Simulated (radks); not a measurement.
Values are calculated unless marked as measured or tabulated.
Spherical quantum dot in the effective-mass picture: electrons in a hard-walled sphere of radius 3.8, all in effective atomic units (hartree* = m*/eps^2 hartree, bohr* = eps/m* bohr), one dielectric constant everywhere. Level of theory: non-relativistic Kohn-Sham, r2SCAN, spin-polarised, spherical densities, generalised Kohn-Sham scheme (a radial shooting solver with Libxc functionals). Levels are named by radial order and angular momentum (1s, 1p, 1d, 2s, ...), and open shells are averaged over m.

N = 19, configuration 1s2 1p6 1d10 1f(up 1, down 0). This is the lowest configuration that the search found. Occupied and some empty levels:

level,occupation,eigenvalue (hartree*),<r> (bohr*)
1s up,1,6.6561,2.536
1s down,1,6.6703,2.527
1p up,3,6.8492,2.637
1p down,3,6.8657,2.632
1d up,5,7.1827,2.725
1d down,5,7.2018,2.722
1f up,1,7.6381,2.799
1f down,0,7.6593,2.798
2s up,0,7.9476,1.690
2s down,0,7.9569,1.698
1g up,0,8.2044,2.862
1g down,0,8.2273,2.861
2p up,0,8.5707,1.990
2p down,0,8.5799,1.996
2d up,0,9.3085,2.171
2d down,0,9.3195,2.174

Energy (hartree*): total 74.8364, kinetic 20.940, external 0, Hartree 61.986, exchange-correlation -8.0895.
